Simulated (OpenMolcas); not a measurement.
## Br II: effect of correlating more closed shells

```
Program             : OpenMolcas 26.06
Basis               : ANO-R2 [6s5p4d2f1g]
Scalar Hamiltonian  : X2C, finite nucleus
Active space        : 4 electrons in 3 orbitals (4p)
State averaging     : 2S+1 = 3 even, 3 roots; 2S+1 = 1 even, 6 roots
Spin-orbit coupling : state interaction with AMFI integrals over the reference wave functions, term energies averaged over their components
```

Methods on the same reference wave functions:
A. CASSCF
B. SS-CASPT2, IPEA 0.25 Eh, imaginary shift 0.1 Eh (closed shells correlated: 3d 4s)
C. SS-CASPT2, IPEA 0.25 Eh, imaginary shift 0.1 Eh (closed shells correlated: 3s 3p 3d 4s)

Energies in cm⁻¹ above 4s² 4p⁴ ³P₂, the measured ground level; measured values from NIST Handbook of Basic Atomic Spectroscopic Data.

```csv
Level,A,B,C,Measured
4s² 4p⁴ ³P₂,0.0,0.0,0.0,0.0
4s² 4p⁴ ³P₁,2821,2860,2860,3136
4s² 4p⁴ ³P₀,3659,3610,3610,3837
4s² 4p⁴ ¹D₂,14442,12350,12270,12089
4s² 4p⁴ ¹S₀,33563,28740,28530,27867
```

Deviations, from unrounded energies. A percentage is the sum of absolute deviations over the sum of measured energies, with the sign that they share, or ± where signs differ.

| Against measurement | Levels | A | B | C |
| --- | --- | --- | --- | --- |
| mean absolute deviation (cm-1) | 4 | 2100 | 410 | 340 |
| fine structure of the ground term (%) | 2 | -7.1 | -7.2 | -7.2 |
| other terms of the ground configuration (%) | 2 | +20.1 | +2.9 | +2.1 |

C lies closest to measurement on these levels and A furthest from it. The largest miss of C in the table is 4s² 4p⁴ ¹S₀, by +660 cm-1. The ranking rests on the paired levels alone, and a cruder setting can come out closer through cancelling errors.

Between B and C the level of the table that moves most is 4s² 4p⁴ ¹S₀, by 210 cm-1 (lowest in C, highest in B). Moves below CASPT2's spread within the term are not significant.

The mean deviations of B to C differ by less than CASPT2's widest spread within a term (160 cm-1), so their order carries little weight.

From A to B the spin-free energies of the other terms of 4s² 4p⁴ shown, above ³P, scale by factors of 0.83 to 0.84.

The lowest spin-free term lies below A's lowest term by 0.551 hartree in B, 0.736 hartree in C.

What an inner shell adds also hangs on whether the basis holds functions to correlate it.

CASPT2 does not keep the components of a term degenerate, so their means are used; among the terms shown or strongly mixed into the levels shown the widest spread is 160 cm-1 (4s² 4p⁴ ¹D, C). With the s shell closed, the reference lacks s² → p² mixing. Without dynamic correlation excited terms often stand tens of per cent too high (terms of higher spin than the ground term too low), and those without a measured partner can miss by more than the paired ones (holds for A). Measured partners are found by configuration, term and J. A level has none where our copy of the source lacks it or the pairing is in doubt (some pairs that miss far off the trend of their configuration count as doubtful), and it then counts in no deviation. Only configurations of the active space appear.
